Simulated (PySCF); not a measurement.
Electron correlation in V²⁺ (vanadium, charge +2)

Starting occupation: [Ar] 3d2 4s1, 3d5/2 with m_j = +3/2, +5/2, 4s1/2 with m_j = +1/2. Computed with PySCF 2.14 in x2c-SVPall-2c with one added diffuse shell each of s, d type (6s5p4d1f, 48 functions), with X2C-1e with screened-nucleus spin-orbit coupling, Gaussian nucleus. Frozen: [Ne]; 11 electrons correlated; the 6 highest virtual spinors left out.

MP2 pair energies summed by pair of shells (mhartree):

```csv
pair,energy,share (%)
3p-3p,-103.35,59.6
3d-3p,-39.55,22.8
3p-3s,-9.57,5.5
3p-4s,-8.81,5.1
3s-3s,-3.99,2.3
3d-3s,-3.00,1.7
3d-4s,-2.44,1.4
3d-3d,-1.98,1.1
3s-4s,-0.58,0.3
```

Total MP2 correlation energy: -173.28 mhartree.

The GHF reference relaxed away from the jj start to a determinant that is no pure jj level (⟨S²⟩ = 3.75, ⟨J²⟩ = 24.75); the energies belong to that determinant.

This basis was not built for core-valence correlation, so the inner-shell part is incomplete.
